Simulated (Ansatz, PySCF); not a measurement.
C₂H₅FN₂Si, SMILES F[C@H]1N=C[Si@H]1N. Atoms are numbered in the order given.

```xyz
11

N      2.0004     0.4742     0.4021
Si     0.3977     0.8471    -0.0593
C     -1.0405     0.4813     1.1211
N     -1.5694    -0.4685     0.4303
C     -0.7257    -0.5544    -0.7706
F     -0.1456    -1.7922    -0.8674
H      2.2690    -0.4265     0.7785
H      2.7928     1.0499     0.1516
H      0.4594     2.1874    -0.7198
H     -1.4960     0.7961     2.0721
H     -1.3409    -0.3969    -1.6747
```

Geometry: PBE0-D3(BJ)/def2-SVP. The structure was generated by enumeration; whether it is a known compound was not checked. The values are those of a single conformer.

Two levels are set side by side: PBE-D3(BJ)/def2-SVP (Ansatz, a first-principles code) and PBE0-D3(BJ)/def2-SVP (Ansatz). Each level has its own optimised geometry; the coordinates shown are those of the second. Frequencies come from the Hessian of PySCF at each geometry. Differences are taken from unrounded values.

```tsv
quantity	PBE0-D3(BJ)	PBE-D3(BJ)	PBE-D3(BJ) minus PBE0-D3(BJ)
mean bond length (Å)	1.399	1.412	0.013
bond N1–Si2 (Å)	1.709	1.727	0.018
bond Si2–C3 (Å)	1.896	1.908	0.012
bond Si2–C5 (Å)	1.932	1.952	0.020
bond C3–N4 (Å)	1.288	1.302	0.013
bond N4–C5 (Å)	1.470	1.485	0.015
bond C5–F6 (Å)	1.370	1.386	0.015
bond N1–H7 (Å)	1.012	1.022	0.009
bond N1–H8 (Å)	1.011	1.021	0.010
bond Si2–H9 (Å)	1.496	1.509	0.013
bond C3–H10 (Å)	1.100	1.110	0.009
bond C5–H11 (Å)	1.105	1.115	0.010
highest harmonic wavenumber (cm⁻¹)	3743	3611	-132
mean harmonic wavenumber (cm⁻¹)	1223	1175	-47
zero-point energy (kcal/mol)	47.20	45.37	-1.83
```

GGA bonds tend to be longer and softer than those of functionals with exact exchange. Differences between two approximate levels are no errors against the true value.
